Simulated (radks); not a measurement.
All-electron atom: Re4+ in [Xe] 4f14 5d2 6d1 (not the ground configuration).

All-electron calculation, Dirac Kohn-Sham, revPBE, spin-unpolarised, spherical densities, finite nucleus; open shells fill j = l - 1/2 first; Fermi nuclear charge, rms radius 5.3698 fm. Program: a radial shooting solver on a logarithmic mesh with Libxc functionals.

Energy parts (Ry):
total: -33421.9877
kinetic: 37777.7346
electron-nucleus: -83327.7442
Hartree: 12791.1712
exchange-correlation: -663.1493

Orbitals (lengths in bohr, moments of r in powers of bohr; <r^-3> diverges for s and p1/2):
orbital,occ.,eigenvalue (Ry),<r^-3>
1s1/2,2,-5261.501,-
2s1/2,2,-914.8423,-
2p1/2,2,-875.6791,-
2p3/2,4,-769.8752,17100
3s1/2,2,-214.7339,-
3p1/2,2,-197.2189,-
3p3/2,4,-174.2398,3891
3d3/2,4,-144.7810,674.2
3d5/2,6,-139.7924,570.7
4s1/2,2,-47.83852,-
4p1/2,2,-40.52343,-
4p3/2,4,-35.16447,908.5
4d3/2,4,-23.14492,138.6
4d5/2,6,-22.15450,114.8
5s1/2,2,-10.00663,-
5p1/2,2,-7.75583,-
4f5/2,6,-7.02136,21.66
5p3/2,4,-6.90452,143.2
4f7/2,8,-6.83595,20.63
5d3/2,2,-3.82376,14.10
5d5/2,0,-3.72468,11.63
6d3/2,1,-1.64035,2.836
6d5/2,0,-1.62011,2.409

The highest occupied level is 6d3/2 at -22.318 eV. The configuration is held as typed, so some empty levels lie below it. The density falls to 0.001 e/bohr^3 at r = 4.47 bohr.
